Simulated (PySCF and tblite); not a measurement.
Values are calculated unless marked as measured or tabulated.
## Barrier and rate of a ring inversion

System: C₆H₁₀O, numbered as in [CH3:1][C@@H:2]1[CH2:3][CH2:4][C:5](=[O:6])[CH2:7]1.

Motion: inversion of the 5-membered ring (2–3–4–5–7). Geometries: GFN2-xTB; energies: PBE0/pcSseg-1 + D3(BJ), IEF-PCM dimethylsulfoxide; zero-point and thermal terms from GFN2-xTB harmonic modes (soft modes blended into free rotors). Rates follow Eyring's equation with the number of equivalent paths and no tunnelling. Programs: tblite and PySCF.

| point | symmetry | E(GFN2) kcal/mol | E(DFT) kcal/mol | ZPE change kcal/mol | lowest mode cm⁻¹ | dipole D |
| --- | --- | --- | --- | --- | --- | --- |
| start (twist) | C1 | 0.0 | 0.0 | 0.00 | 85 | 3.94 |
| saddle (envelope) | C1 | 2.4 | 3.6 | 0.02 | 98i | 3.86 |
| end (between envelope and twist) | C1 | 0.2 | 0.6 | 0.09 | 73 | 3.95 |

```json
{"Electronic barrier": "3.6 kcal/mol", "Barrier with zero-point energy": "3.7 kcal/mol", "ΔH‡ (298 K)": "3.2 kcal/mol", "ΔS‡ (298 K, symmetry apart)": "-2.8 cal/(mol K)", "Paths": "1 equivalent path", "End point": "a different minimum", "Mean lifetime of the start against this motion at 298 K": "150 ps", "Cost": "71 s on 1 thread of INTEL XEON PLATINUM 8581C @ 2.10GHz (shared host) (rough), peak memory 0.98 GiB, launched as `OMP_NUM_THREADS=1 python ens_run.py task.json out`"}
```

| T/K | ΔG‡ kcal/mol | k s⁻¹ | ΔG kcal/mol | k back s⁻¹ |
| --- | --- | --- | --- | --- |
| 200 | 3.8 | 2.8×10⁸ | 0.7 | 1.6×10⁹ |
| 250 | 3.9 | 1.9×10⁹ | 0.7 | 8×10⁹ |
| 298 | 4.1 | 6.5×10⁹ | 0.7 | 2.2×10¹⁰ |
| 350 | 4.2 | 1.7×10¹⁰ | 0.8 | 5×10¹⁰ |
| 400 | 4.4 | 3.3×10¹⁰ | 0.8 | 8.9×10¹⁰ |

ΔG and ΔG‡ leave out symmetry numbers and mirror images; rates count paths: 1 out, 1 back.
